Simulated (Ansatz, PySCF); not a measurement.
Energy difference 0.25 R1 + 0.75 R2 → P1, each structure at its B3LYP-D3(BJ)/def2-TZVP stationary point, reached from a drawn start (curvature not checked).
P1, CH3F (SMILES CF) (charge 0, multiplicity 1):
```csv
atom,x (Å),y (Å),z (Å)
C,-0.0655,0.0098,0.0068
F,1.3011,-0.1954,-0.1359
H,-0.3370,-0.1419,1.0523
H,-0.3020,1.0302,-0.2976
H,-0.5965,-0.7028,-0.6257
```
R1, CF4 (SMILES FC(F)(F)F) (charge 0, multiplicity 1):
```xyz
5

F     -0.03692    -1.03999    -0.82184
C     -0.00002     0.00000     0.00000
F     -0.13984     1.11936    -0.69702
F     -0.98589    -0.09793     0.88137
F      1.16257     0.01856     0.63749
```
R2, CH4 (SMILES C) (charge 0, multiplicity 1):
| atom | x (Å) | y (Å) | z (Å) |
|---|---|---|---|
| C | 0.0000 | 0.0000 | 0.0000 |
| H | 0.6289 | 0.6289 | 0.6289 |
| H | -0.6289 | -0.6289 | 0.6289 |
| H | 0.6289 | -0.6289 | -0.6289 |
| H | -0.6289 | 0.6289 | -0.6289 |

P less R. No zero-point or thermal terms.

Correlated levels freeze the cores.

Programs: Ansatz (an electronic-structure program) with Gaussian orbitals; PySCF for the D3/D4 terms. No computed number here is a measurement.

The comparison value is 51.5 kJ/mol (CCSD(T)/cc-pVQZ). It is a level with limits of its own, not the exact answer.

Question: Order these levels by how close they come to the comparison value for the reaction energy, closest first: PBE-D3(BJ)/def2-TZVPP, r2SCAN-D3(BJ)/def2-TZVPP, B3LYP-D3(BJ)/def2-TZVPP, PBE0-D4/def2-TZVPP, revPBE/def2-TZVPP. Give each level's value less the comparison value.

Answer: PBE-D3(BJ)/def2-TZVPP (-0.1 kJ/mol), PBE0-D4/def2-TZVPP (1.4 kJ/mol), revPBE/def2-TZVPP (-3.1 kJ/mol), B3LYP-D3(BJ)/def2-TZVPP (-4.4 kJ/mol), r2SCAN-D3(BJ)/def2-TZVPP (5.2 kJ/mol)
